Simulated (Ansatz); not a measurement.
Reaction (formal exchange of groups at a C–Sn bond): `[CH3][SnH2][SiH2]N` + `COCF` → `COC(C)F` + `N[SiH2][SnH3]`

Gas-phase electronic energies from Ansatz, PBE0-D4/def2-TZVP geometries. CCSD(T)/CBS adds triple-zeta CCSD(T) − MP2 to the extrapolated MP2 energy (def2 sets, frozen cores). DFT in def2-TZVPP. B3LYP here is the variant with VWN-RPA as its local correlation; programs differ in this. def2 core potentials past Kr. For Sn outer-core shells are correlated without core-valence functions, which leaves a few kJ/mol of doubt a bond. Each species was taken in one conformer, which may not be the lowest.

`[CH3][SnH2][SiH2]N`:

Z-matrix (Å, degrees):
```
C
Sn 1 2.151
H 1 1.090 2 110.0
H 1 1.090 2 110.0 3 -120.1
H 1 1.090 2 110.0 3 119.9
Si 2 2.580 1 111.0 3 58.0
H 2 1.718 1 107.6 3 -63.1
H 2 1.716 1 108.1 3 -178.2
N 6 1.729 2 115.5 1 -58.2
H 6 1.489 2 108.4 1 61.6
H 6 1.488 2 108.9 1 -179.7
H 9 1.008 6 118.7 2 72.9
H 9 1.008 6 119.1 2 -66.3
```

`COCF`:

Cartesian coordinates in Å:
```
C 0.140 -0.185 1.151
O 0.635 0.516 0.027
C -0.004 0.216 -1.138
F -1.295 0.714 -1.148
H 0.162 -1.268 0.974
H 0.793 0.055 1.988
H -0.882 0.119 1.389
H -0.093 -0.868 -1.294
H 0.544 0.699 -1.949
```

`COC(C)F`:

```xyz
12

C    -0.291    1.718   -0.687
O    -0.146    0.316   -0.762
C     0.142   -0.281    0.437
C     0.113   -1.771    0.274
F     1.412    0.102    0.861
H    -0.605    2.058   -1.672
H    -1.057    1.993    0.050
H     0.652    2.202   -0.419
H    -0.540    0.076    1.225
H     0.817   -2.064   -0.505
H    -0.889   -2.095   -0.012
H     0.391   -2.254    1.211
```

`N[SiH2][SnH3]`:

Z-matrix (Å, degrees):
```
Si
Sn 1 2.563
N 1 1.724 2 108.1
H 1 1.496 2 108.4 3 -126.1
H 1 1.487 2 110.6 3 117.4
H 2 1.709 1 111.7 3 167.6
H 2 1.712 1 110.3 3 48.2
H 2 1.708 1 111.9 3 -71.3
H 3 1.008 1 119.5 2 167.3
H 3 1.007 1 119.8 2 -50.1
```

| level | ΔE (kJ/mol) | difference from CCSD(T)/CBS |
| --- | --- | --- |
| PBE-D4 | -2.6 | -2.1 |
| r2SCAN-D4 | -6.9 | -6.4 |
| PBE0-D4 | -5.9 | -5.4 |
| B3LYP-D4 | -3.9 | -3.4 |
| ωB97X-V | -9.7 | -9.2 |
| ωB97M-V | -8.7 | -8.2 |
| B2PLYP | -3.1 | -2.6 |
| PBE | -2.8 | -2.3 |
| r2SCAN | -7.1 | -6.6 |
| PBE0 | -6.3 | -5.8 |
| B3LYP | -4.2 | -3.7 |
| HF/def2-TZVPP | -12.4 | -11.9 |
| MP2/def2-TZVPP | 1.3 | 1.8 |
| SCS-MP2/def2-TZVPP | -0.4 | 0.1 |
| CCSD/def2-TZVPP | -5.1 | -4.6 |
| CCSD(T)/def2-TZVPP | -3.7 | -3.2 |
| HF/def2-QZVPP | -11.9 | -11.4 |
| MP2/def2-QZVPP | 3.3 | 3.8 |
| SCS-MP2/def2-QZVPP | 1.4 | 1.9 |
| HF/CBS(def2) | -11.9 | -11.4 |
| MP2/CBS(def2) | 4.5 | 5.0 |
| CCSD/CBS(def2) | -1.9 | -1.4 |
| CCSD(T)/CBS | -0.5 | 0 |

Largest T1 diagnostic among the species: 0.012.

From PBE to PBE0 (25 % exact exchange), in def2-TZVPP and without D4, ΔE moves by −3.5 kJ/mol. In def2-TZVPP, CCSD(T) changes the Hartree–Fock value by +8.8 kJ/mol (the triples alone add +1.5 kJ/mol) and MP2 by +13.8 kJ/mol.
